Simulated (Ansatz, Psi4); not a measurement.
Approach curve of the dimer Cl2Ge ··· HF (SMILES [Cl][Ge][Cl] and F). Monomers: optimised at B3LYP-D3(BJ) (def2-TZVP), held rigid. Orientation: lowest of the rigid-body minima from ten starts at GFN2-xTB. R is the distance of the centres of mass, along which the second monomer moves.

SAPT0/jun-cc-pVDZ, frozen core (Psi4); PBE/def2-TZVP, counterpoise-corrected (Psi4); B3LYP/def2-TZVP, counterpoise-corrected (Psi4); MP2/aug-cc-pVTZ = DF-MP2/aug-cc-pVTZ, frozen core, counterpoise-corrected run with Psi4 1.11; wB97M-V/def2-TZVP, counterpoise-corrected (Psi4); CCSD(T)/aug-cc-pVDZ = CCSD(T) on RHF/aug-cc-pVDZ, cores with 3d frozen, counterpoise-corrected run with Ansatz (a first-principles code).

Cost and agreement with CCSD(T)/aug-cc-pVDZ over the 11 points of the scan, with CCSD(T)/aug-cc-pVDZ as yardstick. Costs are rough ratios of core time within Psi4 on shared cores, each with its mean field (Kohn-Sham runs search longer for lower solutions than correlated ones do); the miss is the largest difference from CCSD(T) of the interaction energy, in kcal/mol.

```json
[
 {"level": "SAPT0/jun-cc-pVDZ", "relative cost": "1", "largest difference": "2.65"},
 {"level": "PBE/def2-TZVP", "relative cost": "1", "largest difference": "4.65"},
 {"level": "B3LYP/def2-TZVP", "relative cost": "1", "largest difference": "2.38"},
 {"level": "MP2/aug-cc-pVTZ", "relative cost": "2", "largest difference": "3.62"},
 {"level": "wB97M-V/def2-TZVP", "relative cost": "7", "largest difference": "5.93"}
]
```

Costs within a factor of two of each other count as equal.
